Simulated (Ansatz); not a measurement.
One change: `CB(S)Br` becomes `CB(C)S`.

Ansatz, PBE0-D4/def2-TZVP geometries, multiplicity 1. Each molecule was computed in one conformer, which needn't be the lowest.

Scalar relativity is left out up to krypton. Spin–orbit coupling is left out; it splits and shifts lone-pair levels of the heavy atoms by tenths of an eV.

| property | `CB(S)Br` |
| --- | --- |
| HOMO–LUMO gap (PBE/def2-TZVPP) / eV | 4.88 |
| LUMO energy (PBE/def2-TZVPP) / eV | -1.92 |
| HOMO–LUMO gap (B3LYP/def2-TZVPP) / eV | 6.55 |
| LUMO energy (PBE0/def2-TZVPP) / eV | -1.01 |
| zero-point energy (PBE0-D4/def2-TZVP) / kJ/mol | 135.2 |
| HOMO–LUMO gap (ωB97M-V/def2-TZVPP) / eV | 11.15 |

Q: What does the change do to each property? (Best estimate.)

A: Computed: 
| property | `CB(C)S` | shift |
| --- | --- | --- |
| HOMO–LUMO gap (PBE/def2-TZVPP) / eV | 5.35 | 0.47 |
| LUMO energy (PBE/def2-TZVPP) / eV | -1.31 | 0.61 |
| HOMO–LUMO gap (B3LYP/def2-TZVPP) / eV | 7.06 | 0.51 |
| LUMO energy (PBE0/def2-TZVPP) / eV | -0.34 | 0.67 |
| zero-point energy (PBE0-D4/def2-TZVP) / kJ/mol | 229.0 | 93.8 |
| HOMO–LUMO gap (ωB97M-V/def2-TZVPP) / eV | 11.71 | 0.56 |

With PBE0 the HOMO rises by 0.16 eV and the LUMO rises by 0.67 eV, so the gap widens by about 0.51 eV. PBE moves the HOMO by 0.14 eV and ωB97M-V by 0.10 eV. The zero-point energy changes by 93.8 kJ/mol with +9 modes.

B3LYP here is the variant with VWN-RPA as its local correlation; programs differ in this.
